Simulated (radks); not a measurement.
The numbers below are computed, except where a source is named.
Trend from K2+ to Kr2+: ionisation energy by Delta-SCF between NIST ground configurations, and size. Code: a radial shooting solver on a logarithmic mesh with Libxc functionals. Model: scalar-relativistic Kohn-Sham, PBE, spin-polarised, spherical densities, finite nucleus; open shells are filled with parallel spins first; Fermi nuclear charge, rms radius of each element as measured or else 0.836 A^(1/3) + 0.57 fm.

\begin{tabular}{lrrrrrrrr}
species & configuration & configuration of the ion & IE (eV) & NIST (eV) & kind & -e(HOMO) (eV) & outermost & <r> outermost (bohr) \\ \hline
K2+ & [Ne] 3s2 3p5 & [Ne] 3s2 3p4 & 45.789 & 45.803 & semi-emp. & 38.560 (3p) & 3p & 1.36 \\
Ca2+ & [Ar] & [Ne] 3s2 3p5 & 50.914 & 50.913 & exp. & 43.060 (3p) & 3p & 1.26 \\
Sc2+ & [Ar] 3d1 & [Ar] & 25.091 & 24.757 & exp. & 18.305 (3d) & 3d & 1.57 \\
Ti2+ & [Ar] 3d2 & [Ar] 3d1 & 27.575 & 27.492 & exp. & 20.406 (3d) & 3d & 1.42 \\
V2+ & [Ar] 3d3 & [Ar] 3d2 & 29.885 & 29.311 & exp. & 22.343 (3d) & 3d & 1.31 \\
Cr2+ & [Ar] 3d4 & [Ar] 3d3 & 32.063 & 30.96 & exp. & 24.157 (3d) & 3d & 1.21 \\
Mn2+ & [Ar] 3d5 & [Ar] 3d4 & 34.136 & 33.67 & exp. & 25.875 (3d) & 3d & 1.13 \\
Fe2+ & [Ar] 3d6 & [Ar] 3d5 & 31.187 & 30.65 & exp. & 23.245 (3d) & 3d & 1.12 \\
Co2+ & [Ar] 3d7 & [Ar] 3d6 & 33.622 & 33.5 & semi-emp. & 25.291 (3d) & 3d & 1.04 \\
Ni2+ & [Ar] 3d8 & [Ar] 3d7 & 35.925 & 35.19 & exp. & 27.228 (3d) & 3d & 0.982 \\
Cu2+ & [Ar] 3d9 & [Ar] 3d8 & 38.125 & 36.84 & exp. & 29.078 (3d) & 3d & 0.928 \\
Zn2+ & [Ar] 3d10 & [Ar] 3d9 & 40.241 & 39.723 & exp. & 30.856 (3d) & 3d & 0.880 \\
Ga2+ & [Ar] 3d10 4s1 & [Ar] 3d10 & 31.609 & 30.726 & exp. & 26.694 (4s) & 4s & 2.07 \\
Ge2+ & [Ar] 3d10 4s2 & [Ar] 3d10 4s1 & 34.414 & 34.058 & exp. & 29.250 (4s) & 4s & 1.94 \\
As2+ & [Ar] 3d10 4s2 4p1 & [Ar] 3d10 4s2 & 27.999 & 28.35 & exp. & 23.196 (4p) & 4p & 2.14 \\
Se2+ & [Ar] 3d10 4s2 4p2 & [Ar] 3d10 4s2 4p1 & 31.646 & 31.70 & exp. & 26.369 (4p) & 4p & 1.98 \\
Br2+ & [Ar] 3d10 4s2 4p3 & [Ar] 3d10 4s2 4p2 & 35.124 & 34.87 & exp. & 29.436 (4p) & 4p & 1.84 \\
Kr2+ & [Ar] 3d10 4s2 4p4 & [Ar] 3d10 4s2 4p3 & 35.396 & 35.84 & exp. & 29.800 (4p) & 4p & 1.75 \\
\end{tabular}

Reference values: NIST Atomic Spectra Database (exp. = measured, semi-emp. = semi-empirical, theory = theoretical value adopted there). Open shells are spherical and high-spin; term and fine-structure splittings are not resolved.
